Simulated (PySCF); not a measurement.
Computed vibrations of [Hf(BH4)2]2+

[Hf(BH4)2]2+ (singlet). PySCF 2.14.0, RKS PBE0, Hf def2-SVP with ECP60, B def2-SVP, H def2-SVP; non-relativistic Hamiltonian with scalar-relativistic core potentials where named; density fitting; no spin-orbit coupling. Central differences of gradients.

```xyz
11

Hf    0.0000    0.0000   -0.1687
B     1.8757   -0.0178    1.0217
H     2.7753    0.0122    1.8079
H     0.8983   -0.8411    1.3409
H     2.0614   -0.2688   -0.2138
H     1.1518    1.0802    0.9691
B    -1.8757    0.0178    1.0217
H    -2.7753   -0.0122    1.8079
H    -0.8983    0.8411    1.3409
H    -2.0614    0.2688   -0.2138
H    -1.1518   -1.0802    0.9691
```

Run from Python with OMP_NUM_THREADS=2. Where DIIS fails, smearing, a level shift and second-order steps follow.
It took 120 s on 2 threads of Arm Neoverse V1, with other jobs on the host.

(1) What are the harmonic wavenumbers and infrared intensities?

(2) Is this a minimum?

## Answers

(1) Modes are labelled in C2; negative numbers are unstable modes, those under 60 cm⁻¹ near the noise; a finer grid moves soft modes by up to 10 cm⁻¹.
```
cm⁻¹  km/mol  symmetry
 178     0.5         a
 239     0.4         a
 265     3.8         b
 580     0.9         b
 634     0.1         a
 667     0.6         b
 680     0.0         a
 685     1.6         b
 716     1.7         a
 990     0.0         a
1008    13.4         b
1047     0.1         a
1060     8.2         b
1231   103.6         b
1266    70.8         a
1360    71.0         b
1375     6.8         a
1383   214.8         b
1393     6.0         a
1963     4.2         b
1973     0.2         a
2012   272.7         b
2017    45.5         a
2198    55.5         b
2207    56.4         a
2750    14.9         a
2750    33.2         b
```

(2) Yes. Ideal gas at 298.15 K and 1 bar: S = 309.7 J/(mol K), Cp = 88.1 J/(mol K), H − H(0 K) = 16.6 kJ/mol (rigid rotor, harmonic modes, spin degeneracy alone).
